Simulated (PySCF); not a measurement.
Which functional comes closest?

Molecule: `C[Si](Cl)(Cl)[Si](C)(Cl)Cl`, C2H6Cl4Si2.

Geometry:
```json
{"atom": "C1", "x (Å)": "0.724", "y (Å)": "2.031", "z (Å)": "0.946"}
{"atom": "Si2", "x (Å)": "-0.131", "y (Å)": "1.161", "z (Å)": "-0.455"}
{"atom": "Cl3", "x (Å)": "0.167", "y (Å)": "2.220", "z (Å)": "-2.201"}
{"atom": "Cl4", "x (Å)": "-2.169", "y (Å)": "1.059", "z (Å)": "-0.069"}
{"atom": "Si5", "x (Å)": "0.583", "y (Å)": "-1.036", "z (Å)": "-0.785"}
{"atom": "C6", "x (Å)": "-0.072", "y (Å)": "-2.244", "z (Å)": "0.466"}
{"atom": "Cl7", "x (Å)": "2.657", "y (Å)": "-0.995", "z (Å)": "-0.683"}
{"atom": "Cl8", "x (Å)": "0.017", "y (Å)": "-1.633", "z (Å)": "-2.678"}
{"atom": "H9", "x (Å)": "0.528", "y (Å)": "1.510", "z (Å)": "1.895"}
{"atom": "H10", "x (Å)": "1.809", "y (Å)": "2.041", "z (Å)": "0.764"}
{"atom": "H11", "x (Å)": "0.365", "y (Å)": "3.068", "z (Å)": "1.031"}
{"atom": "H12", "x (Å)": "0.306", "y (Å)": "-1.996", "z (Å)": "1.470"}
{"atom": "H13", "x (Å)": "-1.172", "y (Å)": "-2.200", "z (Å)": "0.479"}
{"atom": "H14", "x (Å)": "0.242", "y (Å)": "-3.267", "z (Å)": "0.212"}
```

Geometry PBE0-D3(BJ)/def2-SVP throughout; GIAO in PySCF 2.14.0 with density-fitted response routines, gas phase, one conformer, non-relativistic; equivalent atoms averaged; basis pcSseg-1.

Reference values (measured; solution; U. Herzog, Habilitationsschrift, TU Bergakademie Freiberg, 2002/2003): δ(Si2/Si5) = 17.6 ppm vs TMS. Computed shifts are taken against TMS, calculated as an isolated molecule at each level.

Problem. How do the functionals PBE, BLYP, KT2, B97-D, PBE0, WP04, B97-2, wB97X-D perform against the reference? Times are CPU seconds on shared hosts with different chips, so compare them loosely.

Solution. 
```tsv
functional	kind	Si2/Si5	abs. error Si	core-s
PBE	GGA	42.0	24.4	41
BLYP	GGA	43.4	25.8	44
KT2	GGA	40.0	22.4	44
B97-D	GGA	40.1	22.5	64
PBE0	global hybrid	40.7	23.1	34
WP04	global hybrid	41.4	23.8	55
B97-2	global hybrid	39.1	21.5	55
wB97X-D	range-separated hybrid	42.0	24.4	81
```

For 29Si the closest is B97-2 (21.5 ppm) and the furthest BLYP (25.8 ppm). One molecule is a small sample, and vibrational and solvent effects are absent from the calculation.
